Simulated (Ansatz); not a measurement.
Conformers of ClH$_{2}$O$_{2}$Si, SMILES `O[Si](O)Cl` radical, each relaxed with PBE0-D4/def2-TZVP in Ansatz. CBS adds the triple-zeta coupled-cluster correction to the MP2 limit.

Not all of them had a frequency check.

Conformer A:

Cartesian coordinates in Å:
```
O 1.359 0.576 -0.112
Si -0.029 -0.066 0.458
O -1.187 0.853 -0.233
Cl -0.218 -2.055 -0.111
H 2.172 0.113 0.099
H -2.097 0.580 -0.101
```

Conformer B:

```xyz
6

O    -0.751   -0.631   -0.788
Si    0.077    0.634   -0.149
O     1.555    0.061    0.231
Cl   -0.886    1.341    1.540
H    -1.698   -0.530   -0.911
H     1.703   -0.876    0.077
```

(1) Which is lowest in electronic energy at CCSD(T)/CBS (frozen core, def2 sets), and by how much? (Estimate.)

(2) Give the energies relative to A (kJ/mol) with r2SCAN-D4/def2-TZVPP, PBE0/def2-TZVPP, CCSD/def2-TZVPP, CCSD(T)/def2-TZVPP, MP2/def2-QZVPP, HF/CBS(def2), CCSD/CBS(def2). (Estimate.)

Answers

(1) Computed: A; B lies 1.8 kJ/mol higher. Gaps under about 2 kJ/mol don't settle the order.

(2) The calculation gave: 
| level | B |
| --- | --- |
| r2SCAN-D4/def2-TZVPP | 2.9 |
| PBE0/def2-TZVPP | 1.7 |
| CCSD/def2-TZVPP | 1.0 |
| CCSD(T)/def2-TZVPP | 1.4 |
| MP2/def2-QZVPP | 1.7 |
| HF/CBS(def2) | -0.4 |
| CCSD/CBS(def2) | 1.4 |
